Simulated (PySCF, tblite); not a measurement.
Species: C5H10NOP.
Cartesian coordinates in Å at the GFN2-xTB level; atoms count from 1:
```
atom  x, y, z in Å
C1    -2.0606    0.4850    0.4683
C2    -0.7082    0.3356   -0.2175
C3    -0.7590   -0.6539   -1.3736
P4     0.4437   -0.3162    1.0624
O5     0.0987   -1.6213    1.6246
C6     2.1538   -0.3065    0.3512
C7     2.4477    0.9254   -0.3113
N8     2.6539    1.9175   -0.8410
H9    -2.8071    0.8665   -0.2258
H10   -1.9875    1.1700    1.3132
H11   -2.3914   -0.4834    0.8421
H12   -0.3456    1.3086   -0.5612
H13    0.1858   -0.6723   -1.9155
H14   -1.5462   -0.3825   -2.0744
H15   -0.9652   -1.6534   -0.9913
H16    0.5060    0.7163    2.0028
H17    2.8504   -0.4781    1.1780
H18    2.2220   -1.1510   -0.3427
```

Jobs on this species (18 atoms, 70 electrons) with PySCF (density fitting) and tblite. Hardware of each: Intel Xeon 6975P-C, one thread, shared host. Times come from a shared host and carry two figures at best.

| level and settings | work | basis functions | SCF cycles | wall time |
| --- | --- | --- | --- | --- |
| PBE0/pcSseg-1 | shieldings, charges and field gradients, density and orbital grids written | 193 | ? | ? |
| GFN2-xTB | Hessian by finite differences | – | – | 0.51 s |
| GFN2-xTB | L-BFGS relaxation | – | – | 0.6 s |

Fill in the missing figures.

- PBE0/pcSseg-1; shieldings, charges and field gradients, density and orbital grids written: 35 s, 14 SCF cycles

What do all jobs in the table cost together?

About 36 s; the longest takes about 97 % of that, and about 69 times as long as the shortest.
